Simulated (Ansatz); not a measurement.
```yaml
crystal:
  periodic: [false, false, false]
  atoms:
    - {symbol: V, position_ang: [-0.000059, -0.000063, 0.000169]}
    - {symbol: F, position_ang: [-0.004206, 0.024333, 1.803515]}
    - {symbol: F, position_ang: [0.004999, -0.023687, -1.803261]}
    - {symbol: O, position_ang: [2.105018, -0.034803, 0.001564]}
    - {symbol: H, position_ang: [2.500542, -0.469162, -0.781210]}
    - {symbol: H, position_ang: [2.504580, -0.457325, 0.788686]}
    - {symbol: O, position_ang: [-2.105121, 0.034642, -0.009229]}
    - {symbol: H, position_ang: [-2.497275, 0.449315, -0.804278]}
    - {symbol: H, position_ang: [-2.507765, 0.476942, 0.765369]}
    - {symbol: O, position_ang: [-0.033162, 2.100875, -0.024686]}
    - {symbol: H, position_ang: [0.362749, 2.528619, -0.810955]}
    - {symbol: H, position_ang: [0.352351, 2.542863, 0.758912]}
    - {symbol: O, position_ang: [0.032880, -2.100933, 0.032553]}
    - {symbol: H, position_ang: [-0.359324, -2.550361, -0.743412]}
    - {symbol: H, position_ang: [-0.356208, -2.521254, 0.826253]}
basis:
  gaussian: {orbitals: def2-mTZVP, fitting: {mean_field: def2-universal-jkfit}, point_charges: [{charge: -1.00, position_ang: [6.471, -0.419, -0.089]}]}
total_charge: 1
magnetization: {spin_polarized: true, initial_magnetization: 2}
hamiltonian: {xc: {name: wPBEh}}
```

```sh
$ ansatz run in.yaml --threads 4 --pin off --events-out ev --progress --plain --max-ram 8704MiB
```

Output, abridged:

```
Functional definition: wPBEh
870 factors; integrals over basis functions are off by at most 1.6e0 eV
870 factors; integrals over basis functions are off by at most 1.8e-7 eV
mean field evaluation 1: about -39404.1241 eV, gradient 9.4e1 eV
mean field evaluation 2: about -39337.2673 eV, gradient 1.8e2 eV
mean field evaluation 4: about -39429.6420 eV, gradient 9.1e0 eV
mean field evaluation 8: about -39429.8870 eV, gradient 1.4e-1 eV
mean field evaluation 16: about -39429.8772 eV, gradient 1.3e0 eV
mean field evaluation 32: about -39429.8581 eV, gradient 1.5e-1 eV
mean field -39429.89404752 eV, -1449.0218797042 hartree, gradient 3.9e-6 eV, S^2 2.006265; 4 other end points of the search recorded, 0 dependent functions left out
reference -39429.89409829 eV, -1449.0218815700 hartree; 41, 39 occupied and 150, 152 virtual orbitals, 870 factors
Total energy: -39429.89409829 eV, -1449.0218815700 hartree
```

Run time 28 s (4 threads of Arm Neoverse V2 on a shared host), peak host memory 1.2 GiB.
